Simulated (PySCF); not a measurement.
**Nuclear quadrupole coupling in `C=CCC[SiH2][SiH2]C#N`**

C₅H₁₁NSi₂.
Geometry (GFN2-xTB, Å), atoms numbered from 1 in this order:
```xyz
19
C5H11NSi2 angstrom
C     -2.0515    1.2819    0.3225
C     -1.9554   -0.0317    0.2376
C     -0.8632   -0.8414    0.8559
C     -0.0788   -1.6245   -0.2011
Si     0.7027   -0.5046   -1.5308
Si     1.9465    1.1926   -0.5587
C      2.3675    0.7165    1.2000
N      2.5985    0.3846    2.2730
H     -2.8557    1.8298   -0.1387
H     -1.3330    1.8648    0.8760
H     -2.6921   -0.5990   -0.3178
H     -0.1866   -0.1882    1.4125
H     -1.3036   -1.5457    1.5695
H     -0.7432   -2.3502   -0.6752
H      0.7022   -2.1999    0.3008
H      1.5385   -1.3608   -2.3876
H     -0.3488    0.0523   -2.3933
H      1.2796    2.4900   -0.3951
H      3.2665    1.4429   -1.1512
```

Field gradients from the PBE0/pcSseg-1 density (PySCF, non-relativistic), principal values in atomic units, ordered |Vxx| ≤ |Vyy| ≤ |Vzz|:

```tsv
atom	Vxx	Vyy	Vzz
N8	0.5604	0.5751	-1.1355
```

Question: Find the asymmetry η = (Vxx − Vyy)/Vzz and the couplings χ = eQV/h (234.96 MHz × Q in barn × V in au), with Q(14N) = 0.02044 b.

Answer: 
```json
{"atom": "N8", "environment": "cyano nitrogen", "nucleus": "14N", "η": "0.01", "χzz (MHz)": "-5.45", "χxx (MHz)": "2.69", "χyy (MHz)": "2.76"}
```

The gradient is axial or nearly so (η below 0.05) at N8. The tensor is traceless: Vxx + Vyy + Vzz = 0.

Question: What is Vzz at N8 in SI units (1 au = 9.71736 × 10²¹ V/m²)?

Answer: -1.1355 au = -11.034 × 10²¹ V/m².

Were the hydrogens deuterons (Q(2H) = 0.00286 b), χzz would run from 106 kHz (H16, H19 and H18) to 227 kHz (H9).

The structure is a single GFN2-xTB conformer in the gas phase; no vibrational or solvent corrections. GFN2-xTB bond lengths can be off by several hundredths of an ångström, more for odd bonds, and the gradients follow them. The basis is small and wasn't made for field gradients, so the couplings can be 20 % off.

These values come from a run that also computed NMR shieldings. Hardware: an Arm Neoverse N1 with one thread, on a shared host. Cost: 87 s of wall time (with the writing of density and orbital grids), 0.93 GiB resident at most.
